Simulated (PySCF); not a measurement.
Sn(F)2(OH)(NH2) (F2H3NOSn), SMILES [NH2][Sn]([OH])([F])[F].

The structure is a stationary point at PBE-D3(BJ)/def2-SVP. A frequency run showed that this geometry is not a minimum. The structure was generated by enumeration; whether it is a known compound was not checked. The def2 effective core potentials stand for the cores of Sn; spin–orbit coupling is left out. One conformer was computed; it need not be the lowest.

Two levels are set side by side: PBE/def2-TZVP (PySCF) and PBE0/def2-TZVP (PySCF). Same geometry, gas phase. Differences are taken from unrounded values.

```tsv
quantity	PBE0
orbital gap (eV)	6.44
highest occupied level (eV)	-8.94
lowest empty level (eV)	-2.50
dipole moment (D)	2.35
mean polarisability (bohr³)	46.1
```

### Question
What does PBE give, and how far is it from PBE0? (The exact figures need the calculation; the answer reports its results.)

### Answer

```json
[
 {"quantity": "orbital gap (eV)", "PBE": "3.94", "PBE minus PBE0": "-2.49"},
 {"quantity": "highest occupied level (eV)", "PBE": "-7.40", "PBE minus PBE0": "1.54"},
 {"quantity": "lowest empty level (eV)", "PBE": "-3.46", "PBE minus PBE0": "-0.96"},
 {"quantity": "dipole moment (D)", "PBE": "2.29", "PBE minus PBE0": "-0.06"},
 {"quantity": "mean polarisability (bohr³)", "PBE": "49.1", "PBE minus PBE0": "3.0"}
]
```

Without exact exchange PBE keeps part of each electron's self-repulsion, which lifts occupied levels and narrows the gap. Loosely held outer electrons make PBE densities more polarisable. Differences between two approximate levels are no errors against the true value.

Rough cost on one machine, each run with all the roots and properties that it gave: PBE0 against PBE within a factor of 2.
